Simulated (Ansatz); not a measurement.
`CC[SiH2]I`, charge 0, multiplicity 1.

(1) Give a relaxed structure at PBE0-D4/def2-TZVP (Ansatz 0.2.0). (Best estimate.)

Answers

(1) Ansatz gave: 
Z-matrix (Å, degrees):
```
C
C 1 1.527
H 1 1.093 2 111.6
H 1 1.093 2 111.6 3 120.3
H 1 1.093 2 111.1 3 -119.9
Si 2 1.868 1 112.2 3 -60.1
H 2 1.094 1 111.0 3 178.9
H 2 1.094 1 111.0 3 60.9
I 6 2.449 2 110.3 1 -179.9
H 6 1.485 2 111.4 1 -61.0
H 6 1.485 2 111.4 1 61.2
```
Point group Cs.
This is one stationary point; other conformers may exist.
